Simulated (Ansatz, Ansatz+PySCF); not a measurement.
```xyz
3

O    -0.8950    1.3356   -0.4947
C    -0.2797    0.4174   -0.1546
S     0.5524   -0.8243    0.3053
```

Basis set: def2-SVP (spherical functions). Correlated methods keep 7 orbitals frozen. Charge 0, multiplicity 3.

Computed with Ansatz (development build ahead of 0.2.0); each method stands on the lowest determinant of its kind that the runs found.

Give the atomization energy at this shape (free ground-state atoms in the same class of orbitals less the molecule, no zero-point energy) of triplet COS by PBE0 (unrestricted), UHF-CCSD(T), UHF-MP2, UHF, ROHF.

```csv
method,atomization energy
PBE0 (unrestricted),9.65 eV
UHF-CCSD(T),8.16 eV
UHF-MP2,8.67 eV
UHF,4.53 eV
ROHF,4.59 eV
```

Caution: another spin multiplicity may lie lower.
